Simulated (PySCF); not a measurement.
A structure optimised at r2SCAN-D4/def2-SVP, used in a PySCF frequency run:

```xyz
10

O      1.8658    -0.8071     0.1908
Si     0.2994    -0.6339     0.7093
C     -1.1270    -1.0455    -0.4695
N     -1.4810     0.1779    -0.7077
C     -0.5768     0.9863     0.1414
F      0.2127     1.7986    -0.6526
H      2.0897    -0.3518    -0.6317
H      0.3006    -1.1521     2.1065
H     -1.6668    -1.8779    -0.9487
H     -1.1660     1.6357     0.8137
```
Charge 0, spin multiplicity 1.

Task: Write its SMILES and formula.

Result: O[Si@@H]1C=N[C@@H]1F, C2H4FNOSi

Task: What are its rotational constants (standard atomic weights)?

Result: 4.1526, 2.8983, 2.0245 GHz
